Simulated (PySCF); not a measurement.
Compound: C₇H₅FN (charge +1).
Cartesian coordinates in Å at the GFN2-xTB level; atoms count from 1:
```xyz
14
C7H5FN angstrom
C      3.2543   -0.8014   -0.0060
C      2.0848   -0.5245   -0.0036
C      0.7174   -0.1755   -0.0052
C      0.3014    1.1229   -0.3604
C     -1.0419    1.4471   -0.3556
C     -1.9492    0.4654    0.0058
F     -3.2442    0.6661    0.0419
N     -1.5449   -0.7651    0.3435
C     -0.2508   -1.1092    0.3479
H      4.2775   -1.0481   -0.0065
H      1.0412    1.8603   -0.6360
H     -1.3979    2.4304   -0.6216
H     -2.2571   -1.4490    0.6042
H      0.0087   -2.1197    0.6294
```

Level of theory: TDDFT CAM-B3LYP/def2-SVPD, vertical, gas phase, core orbitals frozen in the response in PySCF 2.14.0, density-fitted response routines.

Broadening: Gaussians 0.3 eV wide at half height, area fixed by f = 4.319×10⁻⁹ ∫ε dν̃. The width is an assumption, not a result. The curve ends short of the highest state used, and states not computed would add to its high-energy end.

| λ (nm) | ε (L mol⁻¹ cm⁻¹) |
| --- | --- |
| 183.6 | 2700 |
| 188.1 | 653 |
| 192.6 | 405 |
| 197.1 | 4617 |
| 201.6 | 14961 |
| 206.1 | 14785 |
| 210.6 | 5163 |
| 215.2 | 688 |
| 219.7 | 51 |
| 224.2 | 182 |
| 228.7 | 1759 |
| 233.2 | 7873 |
| 237.7 | 17621 |
| 242.2 | 21222 |
| 246.7 | 14687 |
| 251.2 | 6196 |
| 255.8 | 1635 |
| 260.3 | 388 |
| 264.8 | 520 |
| 269.3 | 1612 |
| 273.8 | 3596 |
| 278.3 | 5599 |
| 282.8 | 6275 |
| 287.3 | 5217 |
| 291.8 | 3305 |
| 296.4 | 1607 |
| 300.9 | 633 |
| 305.4 | 203 |
| 309.9 | 54 |
| 314.4 | 12 |

Task: Locate the maxima and give the states behind the curve.

Result: 282 nm (4.39 eV), ε about 6300, made up of S1 (100%); 241 nm (5.14 eV), ε about 21000, made up of S4 (96%); 204 nm (6.08 eV), ε about 17000, made up of S5 (100%) (ε in L mol⁻¹ cm⁻¹; maxima over ε = 5, shares over 10%). At its high-energy end, 6.75 eV, the curve is still rising (ε about 2700, from S7). The states used: S1 4.39 eV (f 0.070); S2 4.97 eV (f 0.0001); S3 5.13 eV (f 0.0084); S4 5.14 eV (f 0.230); S5 6.08 eV (f 0.190); S6 6.60 eV (f 0.0000); S7 6.82 eV (f 0.034); S8 7.35 eV (f 0.0005).

Task: On this curve, what absorbance would a 10⁻⁴ mol/L sample give at 193 nm over a 1 cm path?

Result: 193 nm is 6.424 eV, where ε is about 520 L mol⁻¹ cm⁻¹, so A = ε c l ≈ 0.052 (Beer–Lambert, with the gas-phase spectrum and the assumed width).

Task: Coming from long wavelengths, where does ε first pass 100 L mol⁻¹ cm⁻¹?

Result: At about 308 nm (4.03 eV), 0.37 eV below S1.

Task: What would ε be at 5.14 eV, the highest of these maxima, with half the width (0.15 eV)?

Result: About 42800 L mol⁻¹ cm⁻¹ against 21400, a factor of about 2.00; a lone state at its own centre would give exactly 2.
